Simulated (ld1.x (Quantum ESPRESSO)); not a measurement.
## Before and after: PAW potential for manganese

manganese (Mn), PAW, made with ld1.x (Quantum ESPRESSO) 7.5 (PBEsol, scalar-relativistic). Core [Ar], reference 3d5 4s1.5 4p0 (charge +0.5). Waves: 4s (bound): rcut 2.00, rcutus 2.30 bohr; 4s channel at 0.2 Ry: rcut 2.00, rcutus 2.30 bohr; 4p (bound, empty): rcut 3.10, rcutus 3.35 bohr; 4p channel at 1.65 Ry: rcut 3.10, rcutus 3.35 bohr; 3d (bound): rcut 1.20, rcutus 1.55 bohr; 3d channel at 4.45 Ry: rcut 1.20, rcutus 1.55 bohr. Local part: all-electron potential smoothed inside 3.00 bohr (lloc = -1). Core correction: Bessel-smoothed model core inside 0.85 bohr. Augmentation charge: PSQ, inside the norm-conserving radii.

Change: local potential all-electron potential smoothed inside 1.46 bohr (lloc = -1).

Cutoffs: the cutoffs (Ry, on a coarse ladder) from which the occupation-weighted sum of valence levels, in a spherical-Bessel basis at the reference potential, stays within 10 and 1 mRy of its value at 400 Ry; they do not see the model core or the augmentation charge, which bear on the density cutoff. Errors are all-electron minus pseudo energies relative to the spin-unpolarised reference configuration.

How do hardness, ghosts and transferability respond?

The potential gets neither clearly harder nor softer (45 Ry and 70 Ry → 45 Ry and 70 Ry); a bound ghost appears in s, which as a rule spoils a file; of the 7 tests that both files solve, the error grows in 0 and shrinks in 2 by more than 15 % and 0.3 meV (median size 16.8 → 9.8 meV); the range in which the s phases agree widens (upper end 3.3 → at the end of the scan); the range in which the d phases agree widens (upper end 0.1 → at the end of the scan). A state that the projectors do not describe sees the local part alone, so a deeper or shallower local part can create or remove a ghost.

```csv
quantity,base,changed
"cutoff, loose",45 Ry,45 Ry
"cutoff, tight",70 Ry,70 Ry
bound ghosts,none,s
"error for 3d5 4s2 4p0, meV [ΔE -3.37 eV]",-0.3,-0.1
"error for 3d5 4s1 4p0, meV [ΔE 5.06 eV]",-1.4,-1.1
"error for 3d5 4s0 4p0, meV [ΔE 20.57 eV]",-17,-9.8
"error for 3d4 4s0 4p0, meV [ΔE 53.05 eV]",-397,-356
"error for 3d5 4s0 4p2, meV [ΔE 4.59 eV]",-1.0,+0.8
"error for 3d6 4s0 4p0, meV [ΔE 3.40 eV]",-128,-115
"error for 3d6 4s1 4p0, meV [ΔE -3.74 eV]",-92,-71
s: phases at 3.67 bohr within 0.05 rad from the reference energy up to (Ry; the scan ends near 5),3.3,to the end of the scan
p: phases at 3.67 bohr within 0.05 rad from the reference energy up to (Ry; the scan ends near 5),4.2,3.2
d: phases at 3.67 bohr within 0.05 rad from the reference energy up to (Ry; the scan ends near 5),0.1,to the end of the scan
lowest overlap eigenvalue by channel,"s 0.41, p 0.63, d 0.95","s 0.36, p 0.41, d 0.89"
```

 A true bound ghost makes a file unfit for plane-wave use even where its test errors are small: the radial tests pick states by their node count and pass the ghost by.
